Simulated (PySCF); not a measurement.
C3H5BO.

```xyz
10

O     -0.1535    -1.8991     0.0000
B     -0.0691    -0.5527     0.0000
C     -1.1146     0.5979     0.0000
C     -0.0821     1.4774     0.0000
C      1.1282     0.5395     0.0000
H      0.7103    -2.3315     0.0000
H     -2.1883     0.7975     0.0000
H     -0.0846     2.5772     0.0000
H      1.7736     0.6120    -0.8938
H      1.7736     0.6120     0.8938
```
Charge 0, spin multiplicity 1.

The structure is a stationary point at B3LYP-D3(BJ)/def2-SVP. The structure was generated by enumeration, and PubChem lists no compound with its InChIKey, so it may never have been made. One conformer was computed; it need not be the lowest.

Level of theory: PBE/pcSseg-1 in PySCF. Non-relativistic, no solvent.

Q: Give the absolute GIAO shielding of each atom: isotropic value and principal components (ppm). (The exact figures need the calculation; the answer reports its results.)

A: 
```json
[
 {"atom": "O1", "σ(iso)": "154.4", "σ11": "26.3", "σ22": "170.3", "σ33": "266.7", "span": "240.4"},
 {"atom": "B2", "σ(iso)": "52.2", "σ11": "30.2", "σ22": "37.7", "σ33": "88.8", "span": "58.7"},
 {"atom": "C3", "σ(iso)": "32.8", "σ11": "-65.9", "σ22": "13.3", "σ33": "151.1", "span": "216.9"},
 {"atom": "C4", "σ(iso)": "4.3", "σ11": "-129.1", "σ22": "-10.4", "σ33": "152.6", "span": "281.7"},
 {"atom": "C5", "σ(iso)": "151.8", "σ11": "140.2", "σ22": "142.5", "σ33": "172.8", "span": "32.6"},
 {"atom": "H6", "σ(iso)": "26.2", "σ11": "22.3", "σ22": "23.6", "σ33": "32.6", "span": "10.2"},
 {"atom": "H7", "σ(iso)": "24.9", "σ11": "23.2", "σ22": "25.8", "σ33": "25.8", "span": "2.6"},
 {"atom": "H8", "σ(iso)": "22.8", "σ11": "19.7", "σ22": "24.0", "σ33": "24.7", "span": "5.0"},
 {"atom": "H9", "σ(iso)": "29.6", "σ11": "27.1", "σ22": "27.8", "σ33": "33.8", "span": "6.6"},
 {"atom": "H10", "σ(iso)": "29.6", "σ11": "27.1", "σ22": "27.8", "σ33": "33.8", "span": "6.6"}
]
```
